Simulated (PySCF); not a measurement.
A structure optimised at PBE0-D3(BJ)/def2-SVP, used in a PySCF frequency run:

```xyz
7

O      0.0000     0.0000     3.7357
C      0.0000     0.0000     2.5736
N      0.0000     0.0000     1.3736
Si     0.0000     0.0000    -0.3133
Cl     1.6624     0.9598    -0.9913
Cl    -1.6624     0.9598    -0.9913
Cl     0.0000    -1.9196    -0.9913
```

Task: Write its SMILES, formula and point group.

Result: O=C=N[Si](Cl)(Cl)Cl, CCl₃NOSi, C3v

Task: What are its rotational constants (standard atomic weights)?

Result: 1.2896, 0.79921, 0.79921 GHz
